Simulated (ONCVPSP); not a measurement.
## Configuration tests for arsenic (ONCV)

ONCVPSP 4.0.1 input, shortened (lines: element, Z, core and valence counts, functional; n l f; lmax; l rc ep ncon nbas qcut; lloc lpopt rc5 dvloc0; l nproj debl; icmod fcfact rcfact), PBEsol, scalar-relativistic:

```
  As 33.00    3    5  -116133      upf
    1    0    2.00
    2    0    2.00
    2    1    6.00
    3    0    2.00
    3    1    6.00
    3    2   10.00
    4    0    2.00
    4    1    3.00
    2
    0    1.15    0.00    4    8    8.10
    1    0.85    0.00    5    9   18.10
    2    0.75    0.00    4    9   21.80
    2    5    0.75    0.00
    0    2    0.80
    1    2    1.20
    2    0    1.00
    0    0.00    0.00
```

Energies are relative to the spin-unpolarised reference configuration 3s2 3p6 3d10 4s2 4p3; without spin polarisation the order of configurations can differ from experiment.

```csv
valence configuration,charge,ΔE all-electron (eV),error AE − PS (meV)
3s2 3p6 3d10 4s2 4p2,+1,9.158,-0.8
3s2 3p6 3d10 4s2 4p1,+2,27.100,-2.3
```

Question: What are ΔE and the potential's error for 3s2 3p6 3d10 4s1 4p0?

Answer: ΔE = 105.454 eV all-electron; the error (AE − PS) is -9.1 meV.

Question: What are ΔE and the potential's error for 3s2 3p6 3d10 4s2 4p0?

Answer: ΔE = 54.823 eV all-electron; the error (AE − PS) is -4.3 meV.
